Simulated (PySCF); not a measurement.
# Broadened absorption spectrum of C9H11N

Compound: C9H11N.
Geometry (PBE0-D3(BJ)/def2-SVP, Å), atoms numbered from 1 in this order:
```xyz
21
C9H11N angstrom
C      3.0914   -0.0113   -0.3567
C      2.6510    1.0506    0.4284
C      1.2908    1.1648    0.6987
C      0.4084    0.2116    0.1758
C     -1.0662    0.2745    0.4327
C     -1.7645   -0.9878    0.9931
C     -2.9567   -0.7053    0.0621
C     -2.0262    0.1874   -0.7777
N      0.8389   -0.8053   -0.5773
C      2.1373   -0.9105   -0.8329
H      4.1482   -0.1442   -0.5968
H      3.3591    1.7823    0.8260
H      0.9068    1.9842    1.3106
H     -1.2999    1.1546    1.0518
H     -1.9401   -1.0319    2.0787
H     -1.2099   -1.8836    0.6767
H     -3.7403   -0.1191    0.5671
H     -3.4314   -1.5631   -0.4370
H     -1.5440   -0.3817   -1.5863
H     -2.4218    1.1317   -1.1815
H      2.4440   -1.7603   -1.4545
```

Computed with TDDFT PBE0/def2-SVPD, vertical, gas phase, core orbitals frozen in the response (PySCF).

Each state is given a Gaussian of 0.3 eV full width at half maximum, with ε(max) = 2.175×10⁸ f / Δν̃ (Δν̃ the width in cm⁻¹). The width is an assumption, not a result. The curve ends short of the highest state used, and states not computed would add to its high-energy end.

(E (eV), ε (L mol⁻¹ cm⁻¹)): (4.35, 1), (4.43, 4), (4.50, 17), (4.58, 61), (4.65, 138), (4.73, 241), (4.80, 285), (4.88, 241), (4.95, 173), (5.02, 209), (5.10, 688), (5.17, 1885), (5.25, 4231), (5.32, 6223), (5.40, 6684), (5.47, 5149), (5.55, 2640), (5.62, 1068), (5.70, 291), (5.77, 230), (5.84, 761), (5.92, 2749), (5.99, 6180), (6.07, 10781), (6.14, 12695), (6.22, 10574), (6.29, 6520), (6.37, 2596), (6.44, 857), (6.52, 286)

Problem. Locate the maxima and give the states behind the curve.

Solution. 258 nm (4.80 eV), ε about 290, made up of S1 (100%); 231 nm (5.37 eV), ε about 6800, made up of S3 (100%); 202 nm (6.14 eV), ε about 13000, made up of S4 (100%) (ε in L mol⁻¹ cm⁻¹; maxima over ε = 5, shares over 10%). The states used: S1 4.80 eV (f 0.0032); S2 5.18 eV (f 0.0000); S3 5.37 eV (f 0.076); S4 6.14 eV (f 0.141); S5 6.76 eV (f 0.0006); S6 6.86 eV (f 0.045); S7 6.94 eV (f 0.0001); S8 6.98 eV (f 0.0004); S9 7.09 eV (f 0.267); S10 7.12 eV (f 0.137).

Problem. Coming from long wavelengths, where does ε first pass 100 L mol⁻¹ cm⁻¹?

Solution. At about 268 nm (4.62 eV), 0.18 eV below S1.

Problem. What would ε be at 6.14 eV, the highest of these maxima, with half the width (0.15 eV)?

Solution. About 25400 L mol⁻¹ cm⁻¹ against 12700, a factor of about 2.00; a lone state at its own centre would give exactly 2.

Problem. On this curve, what absorbance would a 10⁻³ mol/L sample give at 254 nm over a 1 cm path?

Solution. 254 nm is 4.881 eV, where ε is about 240 L mol⁻¹ cm⁻¹, so A = ε c l ≈ 0.24 (Beer–Lambert, with the gas-phase spectrum and the assumed width).

All these states lie below the vertical ionisation energy of 8.97 eV (ΔSCF).

One conformer stands for the species.
